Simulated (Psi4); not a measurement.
Psi4 input (wB97X-D/6-31G*):

```
memory 1500 MB

molecule {
1 2
C    -1.69173600    0.42004200    0.04355000
C    -0.57242000   -0.54087600   -0.37643400
Si    1.14325100    0.02544300    0.14771300
H    -2.67078800    0.05853400   -0.27751200
H    -1.72509800    0.54115200    1.12840300
H    -1.54811800    1.41150100   -0.39127100
H    -0.74895700   -1.53474700    0.04598500
H    -0.57322500   -0.67053300   -1.46297600
H     1.45450000    1.34800400   -0.45049800
H     1.21284200    0.15957700    1.62455600
H     2.17827000   -0.94469300   -0.28736700
symmetry c1
no_reorient
no_com
}

set {
  basis 6-31G*
  reference uks
  scf_type pk
  dft_radial_points 99
  dft_spherical_points 590
  e_convergence 1e-8
  d_convergence 1e-7
  maxiter 150
}

e = energy('wb97x-d')
print_out(f'\nFINAL {e:.10f} DIPOLE {variable("CURRENT DIPOLE")[0]:.6f} {variable("CURRENT DIPOLE")[1]:.6f} {variable("CURRENT DIPOLE")[2]:.6f}\n')
```

Output:

```
   => Loading Basis Set <=

    Name: 6-31G*
    Role: ORBITAL
    Keyword: BASIS
    atoms 1-2  entry C          line   111 file 6-31gs.gbs
    atoms 3    entry SI         line   268 file 6-31gs.gbs
    atoms 4-11 entry H          line    44 file 6-31gs.gbs

   => WB97X-D: Empirical Dispersion <=

    Chai and Head-Gordon Dispersion Correction
    Chai, J.-D.; Head-Gordon, M. (2010), J. Chem. Phys., 132: 6615-6620

        s6 =       1.000000

         ---------------------------------------------------------
                                   SCF
               by Justin Turney, Rob Parrish, Andy Simmonett
                          and Daniel G. A. Smith
                              UKS Reference
         ---------------------------------------------------------

  ==> Geometry <==

    Molecular point group: c1
    Full point group: C1

    Geometry (in Angstrom), charge = 1, multiplicity = 2:

       Center              X                  Y                   Z               Mass
    ------------   -----------------  -----------------  -----------------  -----------------
         C           -1.691736000000     0.420042000000     0.043550000000    12.000000000000
         C           -0.572420000000    -0.540876000000    -0.376434000000    12.000000000000
         SI           1.143251000000     0.025443000000     0.147713000000    27.976926534650
         H           -2.670788000000     0.058534000000    -0.277512000000     1.007825032230
         H           -1.725098000000     0.541152000000     1.128403000000     1.007825032230
         H           -1.548118000000     1.411501000000    -0.391271000000     1.007825032230
         H           -0.748957000000    -1.534747000000     0.045985000000     1.007825032230
         H           -0.573225000000    -0.670533000000    -1.462976000000     1.007825032230
         H            1.454500000000     1.348004000000    -0.450498000000     1.007825032230
         H            1.212842000000     0.159577000000     1.624556000000     1.007825032230
         H            2.178270000000    -0.944693000000    -0.287367000000     1.007825032230

  Running in c1 symmetry.

  Rotational constants: A =      0.78243  B =      0.16257  C =      0.14889 [cm^-1]
  Rotational constants: A =  23456.78801  B =   4873.63357  C =   4463.73926 [MHz]
  Nuclear repulsion =  112.528753803191989

  Charge       = 1
  Multiplicity = 2
  Electrons    = 33
  Nalpha       = 17
  Nbeta        = 16

  ==> Algorithm <==

  SCF Algorithm Type is PK.
  DIIS enabled.
  MOM disabled.
  Fractional occupation disabled.
  Guess Type is SAD.
  Energy threshold   = 1.00e-08
  Density threshold  = 1.00e-07
  Integral threshold = 1.00e-12

  ==> Primary Basis <==

  Basis Set: 6-31G*
    Blend: 6-31G*
    Number of shells: 36
    Number of basis functions: 65
    Number of Cartesian functions: 65
    Spherical Harmonics?: false
    Max angular momentum: 2

  ==> DFT Potential <==

   => LibXC <=

    Version 7.1.2
    S. Lehtola, C. Steigemann, M. J. T. Oliveira, and M. A. L. Marques,  SoftwareX 7, 1–5 (2018) (10.1016/j.softx.2017.11.002)

   => Composite Functional: WB97X-D <=

    wB97X-D Hyb-GGA Exchange-Correlation Functional

    J.-D. Chai and M. Head-Gordon,  Phys. Chem. Chem. Phys. 10, 6615–6620 (2008) (10.1039/B810189B)

    Deriv               =              1
    GGA                 =           TRUE
    Meta                =          FALSE

    Exchange Hybrid     =           TRUE
    MP2 Hybrid          =          FALSE

   => Exchange-Correlation Functionals <=

    1.0000   wB97X-D range-separated functional

   => Exact (HF) Exchange <=

    0.7780            HF,LR [omega = 0.2000]
    0.2220               HF

   => LibXC Density Thresholds  <==

    XC_HYB_GGA_XC_WB97X_D:  1.00E-14

   => Molecular Quadrature <=

    Radial Scheme          =       TREUTLER
    Pruning Scheme         =           NONE
    Nuclear Scheme         =       TREUTLER

    Blocking Scheme        =         OCTREE
    BS radius alpha        =              1
    Pruning alpha          =              1
    Radial Points          =             99
    Spherical Points       =            590
    Total Points           =         607148
    Total Blocks           =           4259
    Max Points             =            256
    Max Functions          =             65
    Weights Tolerance      =       1.00E-15

  ==> Integral Setup <==

  Using in-core PK algorithm.
   Calculation information:
      Number of atoms:                  11
      Number of AO shells:              36
      Number of primitives:             89
      Number of atomic orbitals:        65
      Number of basis functions:        65

      Integral cutoff                 1.00e-12
      Number of threads:                 1

  Performing in-core PK
  Using 6904755 doubles for integral storage.
  We computed 214481 shell quartets total.
  Whereas there are 222111 unique shell quartets.

  Computing range-separated integrals for PK
  We computed 214481 wK shell quartets total.
  Whereas there are 222111 wK unique shell quartets.

  ==> DiskJK: Disk-Based J/K Matrices <==

    J tasked:                  Yes
    K tasked:                  Yes
    wK tasked:                 Yes
    Omega:               2.000E-01
    Schwarz Cutoff:          1E-12


  Cached 50.0% of DFT collocation blocks in 0.502 [GiB].

  Minimum eigenvalue in the overlap matrix is 7.9296556847E-03.
  Reciprocal condition number of the overlap matrix is 1.1611517442E-03.
    Using symmetric orthogonalization.

  ==> Pre-Iterations <==

  SCF Guess: Superposition of Atomic Densities via on-the-fly atomic UHF (no occupation information).

   -------------------------
    Irrep   Nso     Nmo
   -------------------------
     A         65      65
   -------------------------
    Total      65      65
   -------------------------

  ==> Iterations <==

                        Total Energy        Delta E     RMS |[F,P]|

   @UKS iter SAD:  -369.74774268589738   -3.69748e+02   0.00000e+00
   @UKS iter   1:  -369.92932951947387   -1.81587e-01   6.76504e-03 DIIS/ADIIS
   @UKS iter   2:  -369.94801544764118   -1.86859e-02   6.18209e-03 DIIS/ADIIS
   @UKS iter   3:  -370.03888907622354   -9.08736e-02   5.94631e-04 DIIS/ADIIS
   @UKS iter   4:  -370.03998605032473   -1.09697e-03   2.55064e-04 DIIS/ADIIS
   @UKS iter   5:  -370.04016979267539   -1.83742e-04   8.32930e-05 DIIS
   @UKS iter   6:  -370.04019663299363   -2.68403e-05   2.46693e-05 DIIS
   @UKS iter   7:  -370.04020410392707   -7.47093e-06   1.36619e-05 DIIS
   @UKS iter   8:  -370.04020649867624   -2.39475e-06   8.68216e-06 DIIS
   @UKS iter   9:  -370.04020815205530   -1.65338e-06   5.53786e-06 DIIS
   @UKS iter  10:  -370.04020914979259   -9.97737e-07   2.49073e-06 DIIS
   @UKS iter  11:  -370.04020947378052   -3.23988e-07   2.66318e-06 DIIS
   @UKS iter  12:  -370.04020910183925    3.71941e-07   1.93094e-06 DIIS
   @UKS iter  13:  -370.04020892495930    1.76880e-07   5.79672e-07 DIIS
   @UKS iter  14:  -370.04020892569474   -7.35440e-10   1.90124e-07 DIIS
   @UKS iter  15:  -370.04020892612425   -4.29509e-10   7.63593e-08 DIIS
  Energy and wave function converged.

  ==> Post-Iterations <==

   Electrons on quadrature grid:
      Nalpha   =   16.9999993996 ; deviation = -6.004e-07
      Nbeta    =   15.9999989663 ; deviation = -1.034e-06
      Ntotal   =   32.9999983658 ; deviation = -1.634e-06

   @Spin Contamination Metric:   6.876744486E-03
   @S^2 Expected:                7.500000000E-01
   @S^2 Observed:                7.568767445E-01
   @S   Expected:                5.000000000E-01
   @S   Observed:                5.000000000E-01

    Orbital Energies [Eh]
    ---------------------

    Alpha Occupied:

       1A    -66.509015     2A    -10.531426     3A    -10.499576
       4A     -5.629509     5A     -3.976898     6A     -3.972465
       7A     -3.971303     8A     -1.085941     9A     -0.945135
      10A     -0.864396    11A     -0.772059    12A     -0.716342
      13A     -0.693785    14A     -0.684461    15A     -0.659363
      16A     -0.643180    17A     -0.603775

    Alpha Virtual:

      18A     -0.091809    19A     -0.068809    20A     -0.067517
      21A     -0.000460    22A      0.011257    23A      0.016074
      24A      0.048553    25A      0.070675    26A      0.074637
      27A      0.097230    28A      0.130150    29A      0.141548
      30A      0.155736    31A      0.231832    32A      0.357322
      33A      0.359864    34A      0.454543    35A      0.463087
      36A      0.491598    37A      0.533682    38A      0.546027
      39A      0.570344    40A      0.681329    41A      0.691352
      42A      0.697646    43A      0.760517    44A      0.804122
      45A      0.816243    46A      0.816930    47A      0.873359
      48A      0.925148    49A      0.997290    50A      1.003834
      51A      1.056602    52A      1.355538    53A      1.416020
      54A      1.438736    55A      1.791339    56A      1.844872
      57A      1.852014    58A      2.084953    59A      2.139899
      60A      2.188702    61A      2.213784    62A      2.460990
      63A      2.804673    64A      4.008498    65A      4.243671

    Beta Occupied:

       1A    -66.508603     2A    -10.529647     3A    -10.498804
       4A     -5.629092     5A     -3.974512     6A     -3.972542
       7A     -3.971083     8A     -1.076044     9A     -0.932275
      10A     -0.834707    11A     -0.738774    12A     -0.712379
      13A     -0.675200    14A     -0.629550    15A     -0.628674
      16A     -0.599832

    Beta Virtual:

      17A     -0.450165    18A     -0.090252    19A     -0.062348
      20A     -0.054103    21A      0.006315    22A      0.018162
      23A      0.023476    24A      0.050928    25A      0.073960
      26A      0.079420    27A      0.098751    28A      0.138334
      29A      0.144560    30A      0.158001    31A      0.233940
      32A      0.362350    33A      0.369543    34A      0.458768
      35A      0.470895    36A      0.493756    37A      0.543780
      38A      0.549973    39A      0.574183    40A      0.685057
      41A      0.701182    42A      0.702566    43A      0.774408
      44A      0.812093    45A      0.827271    46A      0.829331
      47A      0.878853    48A      0.938327    49A      1.008267
      50A      1.030491    51A      1.068496    52A      1.360575
      53A      1.419386    54A      1.447568    55A      1.795387
      56A      1.851940    57A      1.860498    58A      2.092271
      59A      2.152266    60A      2.197190    61A      2.216430
      62A      2.465059    63A      2.806658    64A      4.013723
      65A      4.248275

    Final Occupation by Irrep:
              A
    DOCC [    16 ]
    SOCC [     1 ]
    NA   [    17 ]
    NB   [    16 ]

  @UKS Final Energy:  -370.04020892612425

   => Energetics <=

    Nuclear Repulsion Energy =            112.5287538031919894
    One-Electron Energy =                -723.9577343574098904
    Two-Electron Energy =                 265.6077340218071754
    DFT Exchange-Correlation Energy =     -24.2149144982079996
    Empirical Dispersion Energy =          -0.0040478955055720
    VV10 Nonlocal Energy =                  0.0000000000000000
    Total Energy =                       -370.0402089261242509

  UHF NO Occupations:
  HONO-2 :   15  A 1.9986111
  HONO-1 :   16  A 1.9982785
  HONO-0 :   17  A 1.0000000
  LUNO+0 :   18  A 0.0017215
  LUNO+1 :   19  A 0.0013889
  LUNO+2 :   20  A 0.0001510
  LUNO+3 :   21  A 0.0001077

Computation Completed

Properties will be evaluated at   0.000000,   0.000000,   0.000000 [a0]

Properties computed using the SCF density matrix

 Multipole Moments:

 ------------------------------------------------------------------------------------
     Multipole            Electronic (a.u.)      Nuclear  (a.u.)        Total (a.u.)
 ------------------------------------------------------------------------------------

 L = 1.  Multiply by 2.5417464519 to convert [e a0] to [Debye]
 Dipole X            :          0.1562182            0.0000076            0.1562257
 Dipole Y            :          0.1117079           -0.0000132            0.1116947
 Dipole Z            :          0.0821901           -0.0000038            0.0821863
 Magnitude           :                                                    0.2088941

 ------------------------------------------------------------------------------------

FINAL -370.0402089261 DIPOLE 0.156226 0.111695 0.082186

*** Psi4 exiting successfully. Buy a developer a beer!
```

The dipole moment of an ion depends on the origin.

The geometry given is a B3LYP-D3(BJ)/def2-TZVP minimum of the species of charge 0 and multiplicity 1, not of this state.
